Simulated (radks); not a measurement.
Spherical jellium clusters: N electrons in a uniform positive sphere of charge N and radius rs N^(1/3), rs = 3.38 bohr. Calculated with a radial shooting solver with Libxc functionals: non-relativistic Kohn-Sham, exchange-only LDA, spin-polarised, spherical densities. Levels are named by radial order and angular momentum (1s, 1p, 1d, 2s, ...), and open shells are averaged over m. Each electron was tried in the lowest free levels, single moves between levels near the top were tried too, and the lowest total energy was kept; such a search can miss a lower state. Energies include the self-energy of the background; IP and EA are vertical (highest electron removed, lowest free level filled), at fixed background; spill-out counts the electrons outside the background radius R, and alpha is the static dipole polarisability from linear response (closed shells only). A dash means not computed or, for alpha, an open shell; in EA it means that no bound solution was reached, which is typical of self-interaction and does not show that the anion is unstable. Real open-shell clusters deform, which this model forbids.

| N | open shells | 2S | E/N (eV) | E(N+1) + E(N-1) - 2E(N) (eV) | EA (eV) | -e(HOMO) (eV) | spill-out (e) |
|---|---|---|---|---|---|---|---|
| 1 | 1s(up 1, down 0) | 1 | -0.640 | - | - | 2.910 | 0.46 |
| 2 | none | 0 | -0.804 | 0.924 | - | 2.859 | 0.68 |
| 3 | 1p(up 1, down 0) | 1 | -0.550 | -0.787 | - | 1.730 | 1.03 |
| 4 | 1p(up 2, down 0) | 2 | -0.620 | -0.608 | - | 2.383 | 1.25 |
| 5 | 1p(up 3, down 0) | 3 | -0.783 | 0.942 | - | 2.816 | 1.39 |
| 6 | 1p(up 3, down 1) | 2 | -0.735 | -0.656 | - | 2.021 | 1.57 |
| 7 | 1p(up 3, down 2) | 1 | -0.795 | -0.453 | - | 2.524 | 1.70 |
| 8 | none | 0 | -0.896 | 1.466 | - | 2.876 | 1.82 |
| 9 | 1d(up 1, down 0) | 1 | -0.812 | -0.367 | - | 1.507 | 2.04 |
| 10 | 1d(up 2, down 0) | 2 | -0.781 | -0.319 | - | 1.871 | 2.21 |
| 11 | 1d(up 3, down 0) | 3 | -0.785 | -0.278 | - | 2.162 | 2.36 |
| 12 | 1d(up 4, down 0) | 4 | -0.812 | -0.242 | - | 2.402 | 2.48 |
| 13 | 1d(up 5, down 0) | 5 | -0.853 | 0.446 | - | 2.604 | 2.59 |
| 14 | 1d(up 5, down 0) 2s(up 1, down 0) | 6 | -0.856 | 0.324 | - | 2.256 | 2.85 |
| 15 | 1d(up 5, down 1) 2s(up 1, down 0) | 5 | -0.837 | -0.308 | - | 1.968 | 2.95 |
| 16 | 1d(up 5, down 2) 2s(up 1, down 0) | 4 | -0.840 | -0.314 | - | 2.225 | 3.05 |
| 17 | 1d(up 5, down 4) | 1 | -0.861 | -0.270 | 1.252 | 2.505 | 3.03 |
| 18 | none | 0 | -0.894 | 0.097 | 1.206 | 2.675 | 3.12 |
| 19 | 2s(up 1, down 0) | 1 | -0.919 | 0.349 | - | 2.602 | 3.29 |
| 20 | none | 0 | -0.924 | 0.656 | - | 2.340 | 3.53 |
| 21 | 1f(up 1, down 0) | 1 | -0.898 | -0.190 | - | 1.679 | 3.65 |
| 22 | 1f(up 2, down 0) | 2 | -0.882 | -0.173 | - | 1.858 | 3.76 |
| 23 | 1f(up 3, down 0) | 3 | -0.875 | -0.159 | - | 2.017 | 3.86 |
| 24 | 1f(up 4, down 0) | 4 | -0.876 | -0.146 | - | 2.159 | 3.95 |
| 25 | 1f(up 5, down 0) | 5 | -0.882 | -0.135 | 1.149 | 2.288 | 4.03 |
| 26 | 1f(up 6, down 0) | 6 | -0.893 | -0.125 | 1.271 | 2.406 | 4.11 |
| 27 | 1f(up 7, down 0) | 7 | -0.908 | 0.683 | - | 2.513 | 4.19 |
| 28 | 1f(up 7, down 0) 2p(up 1, down 0) | 8 | -0.897 | -0.099 | - | 1.903 | 4.44 |
| 29 | 1f(up 7, down 0) 2p(up 2, down 0) | 9 | -0.890 | -0.086 | 1.036 | 2.057 | 4.68 |
| 30 | 1f(up 7, down 0) 2p(up 3, down 0) | 10 | -0.887 | 0.032 | - | 2.187 | 4.90 |
| 31 | 1f(up 7, down 1) 2p(up 3, down 0) | 9 | -0.883 | -0.684 | 1.121 | 2.171 | 4.96 |
| 32 | 1f(up 7, down 5) | 2 | -0.901 | 0.193 | 1.266 | 2.337 | 4.59 |
| 33 | 1f(up 7, down 6) | 1 | -0.911 | -0.107 | 1.375 | 2.441 | 4.67 |
| 34 | none | 0 | -0.925 | 0.339 | 1.083 | 2.536 | 4.74 |
| 35 | 2p(up 1, down 0) | 1 | -0.927 | -0.090 | 1.213 | 2.227 | 4.91 |
| 36 | 2p(up 2, down 0) | 2 | -0.932 | -0.074 | 1.323 | 2.336 | 5.09 |
| 37 | 2p(up 3, down 0) | 3 | -0.939 | 0.441 | - | 2.427 | 5.26 |
| 38 | 2p(up 3, down 1) | 2 | -0.934 | -0.098 | 1.091 | 2.051 | 5.47 |
| 39 | 2p(up 3, down 2) | 1 | -0.932 | -0.083 | 1.220 | 2.180 | 5.67 |
| 40 | none | 0 | -0.931 | 0.309 | - | 2.292 | 5.86 |
| 41 | 1g(up 1, down 0) | 1 | -0.924 | -0.104 | - | 1.982 | 5.92 |
| 42 | 1g(up 2, down 0) | 2 | -0.919 | -0.098 | 1.082 | 2.068 | 5.98 |
| 43 | 1g(up 3, down 0) | 3 | -0.916 | - | 1.166 | 2.148 | 6.03 |

All shells are closed at N = 2, 8, 18, 20, 34, 40 (there: 1s2 1p6 1d10 2s2 1f14 2p6); the second difference of the energy has clear peaks (12 % above both neighbours; the first and last values, which can be the largest, are not judged, and half-filled shells can peak too) at N = 5, 8, 13, 20, 27, 30, 32, 34, 37, 40.
